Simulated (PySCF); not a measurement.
**Two-component Hartree-Fock for Se²⁺ (selenium, charge +2)**

Start: [Ar] 3d10 4s2 4p2; 4p1/2 filled at m_j = -1/2, +1/2. Calculated with PySCF 2.14 in x2c-QZVPPall-2c (11s10p5d4f1g, 103 functions): generalised Hartree-Fock with the X2C-1e Hamiltonian and a Gaussian nucleus; one run each with spin-orbit coupling (SO) switched off, then screened by Boettger's factors.

```csv
spinor shell,electrons,"ε, spin-free (eV)","ε, screened SO (eV)",weight of nominal j (screened SO),"rms radius, screened SO (bohr)"
1s1/2,2,-12760.8,-12760.4,1.000,0.0508
2s1/2,2,-1719.3,-1719.2,1.000,0.212
2p1/2,2,-1509.9,-1538.7,1.000,0.187
3s1/2,2,-273.51,-273.42,1.000,0.612
3p1/2,2,-205.56,-209.94,0.996,0.628
3p3/2,4,-205.56,-203.35,0.998,0.640
3d3/2,4,-93.324,-93.900,0.975,0.692
3d5/2,6,-93.324,-92.807,0.983,0.694
4s1/2,2,-42.792,-42.761,0.999,1.84
4p1/2,2,-31.367,-31.439,0.594,2.12
```

Question: Where does 2p3/2 lie, and what is the 2p spin-orbit splitting (screened SO)?

Answer: At -1496.0 eV, 42.670 eV above 2p1/2.

| quantity | spin-free | screened SO |
| --- | --- | --- |
| E (hartree) | -2427.00187 | -2427.12961 |
| M_J | 0 | 0 |
| ⟨J²⟩ | 2.008 | 1.533 |
| ⟨L²⟩ | 2.006 | 2.001 |
| ⟨S²⟩ | 2.002 | 1.974 |

The determinant has a definite M_J but mixes levels of different J.

Each row is a mean over spinors that exchange with the open shell spreads, by up to 5.777 eV (4s1/2).

Rows whose weight is well below 1 are mixtures of j = l ± 1/2: exchange outweighs spin-orbit coupling there, and the label is only the starting occupation.

Without spin-orbit coupling the j labels of p, d and f shells carry no meaning; the spin-free column gives the mean over the occupied spinors of each nl shell.
